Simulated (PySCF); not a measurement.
Species: C5H10F2OSi.
SMILES with atom numbers: `[F:1][CH:2]([F:3])[O:4][C@H:5]1[CH2:6][CH2:7][SiH2:8][CH2:9]1`

Structure used (PBE0-D3(BJ)/def2-SVP), in Å, numbered top down from 1:
```
atom  x, y, z in Å
F1     2.0202    0.6693    1.4943
C2     1.9216    1.1875    0.2441
F3     2.4750    2.4015    0.2819
O4     0.6349    1.3255   -0.1258
C5     0.0105    0.2090   -0.7675
C6    -0.1834   -0.9564    0.2070
C7    -1.1344   -0.5086    1.3277
Si8   -2.3226    0.6980    0.4587
C9    -1.3647    0.7133   -1.1884
H10    2.5024    0.5349   -0.4371
H11    0.6347   -0.0893   -1.6322
H12    0.7799   -1.3192    0.5981
H13   -0.6241   -1.7884   -0.3681
H14   -1.6356   -1.3592    1.8114
H15   -0.5709    0.0287    2.1056
H16   -3.7115    0.1655    0.2959
H17   -2.4082    2.0334    1.1197
H18   -1.2912    1.6876   -1.6914
H19   -1.8202   -0.0020   -1.8913
```

Probes without a nucleus sit at each ring's centroid and 1 Å off its mean plane on both sides; NICS is minus the shielding there, NICSzz its component along the normal. Level: GIAO PBE0/pcSseg-1 (PySCF, non-relativistic, gas phase) on the PBE0-D3(BJ)/def2-SVP geometry, one conformer.

Ring bond lengths (Å), with Mayer bond orders in brackets: C5–C6 1.532 (1.01), C6–C7 1.537 (1.01), C7–Si8 1.903 (0.92), Si8–C9 1.905 (0.89), C9–C5 1.524 (1.02).

What do the NICS probes read (ppm)?

| ring | type | NICS(0) | NICS(1), two faces | NICS(1)zz, two faces | rms pucker (Å) | centre to ring atoms, mean (Å) |
| --- | --- | --- | --- | --- | --- | --- |
| C5–C6–C7–Si8–C9 | 5-membered ring with Si; formal bonds all single | -4.8 | -3.9 / -4.4 | -3.9 / -5.4 | 0.20 | 1.40 |

What do they say, and how far can they be read as aromaticity?

- C5–C6–C7–Si8–C9: mean NICS(1)zz -4.6 ppm, shielded. C5, C6, C7, Si8, C9 have four or more neighbours, so the value isn't read as a sign of a π ring current.

Give the inner angles of the rings and the Hirshfeld charges of the ring atoms.

- C5–C6–C7–Si8–C9: C5 108.3° (+0.049 e), C6 108.7° (-0.080 e), C7 103.8° (-0.163 e), Si8 94.9° (+0.334 e), C9 102.3° (-0.166 e); sum 517.9° against 540° for a flat convex ring.

What are the shieldings of the ring atoms and their hydrogens in the same run (means over atoms taken as equivalent)?

| atoms | environment | σ isotropic (ppm) |
| --- | --- | --- |
| C5 | sp3 carbon bound to oxygen | 102.2 |
| C6 | ring CH2 carbon | 148.8 |
| C7 | sp3 carbon bound to silicon | 181.8 |
| Si8 | SiH2 silicon | 378.8 |
| C9 | sp3 carbon bound to silicon | 166.5 |
| H11 | methine hydrogen | 27.02 |
| H12 | methylene hydrogen | 28.98 |
| H13 | methylene hydrogen | 30.19 |
| H14 | methylene hydrogen | 30.47 |
| H15 | methylene hydrogen | 29.95 |
| H16 | Si–H hydrogen | 27.08 |
| H17 | Si–H hydrogen | 26.92 |
| H18 | methylene hydrogen | 29.92 |
| H19 | methylene hydrogen | 30.59 |

The list is cut; further classes of hydrogen are left out.

How do the values depend on the level or the medium?

| level | NICS(0), C5–C6–C7–Si8–C9 | mean NICS(1)zz, C5–C6–C7–Si8–C9 |
| --- | --- | --- |
| PBE0/pcSseg-1, gas | -4.8 | -4.6 |
| wB97X-D/pcSseg-1, gas | -4.6 | -4.4 |
| PBE0/pcSseg-1, IEF-PCM methanol | -4.8 | -4.7 |
| PBE0/pcSseg-1, IEF-PCM tetrahydrofuran | -4.8 | -4.7 |

The geometry is the same throughout; the continuum's cavity takes Bondi-type radii × 1.2.
